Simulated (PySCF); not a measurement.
Compound: Si(CCH)4, C8H4Si.
Bonds: Si1–C2, Si1–C5, Si1–C8, Si1–C11, C2–C3, C5–C6, C8–C9, C11–C12. Hydrogens: H4 on C3; H7 on C6; H10 on C9; H13 on C12.

Theory: PySCF, PBE0-D3(BJ)/def2-SVP geometry optimisation, gas phase.

(1) List the bond lengths and angles at this level.

Results:

(1) 
| bond | length (Å) |
| --- | --- |
| Si1–C2 and 3 like bonds | 1.829 |
| C2–C3 and 3 like bonds | 1.216 |
| C3–H4 and 3 like bonds | 1.076 |

Bonds in one row agree within 0.01 Å and their mean is given. A selection of angles:
| angle | degrees |
| --- | --- |
| C2–Si1–C5 | 109.4 |
| Si1–C2–C3 | 179.7 |

All 4 C–Si bonds measure 1.828 to 1.829 Å. All 4 C–C bonds measure 1.216 Å. Si1 (silicon bonded to 4 C) is tetrahedral (angles from 109.4° to 109.5°).

Point group: Td (tolerance 0.08 Å). No frequency check.

The run took 3.2 min wall on one thread of an Intel Xeon at 2.50 GHz, shared host, and the process peaked at 0.58 GiB of memory. That covers the optimisation of the geometry.
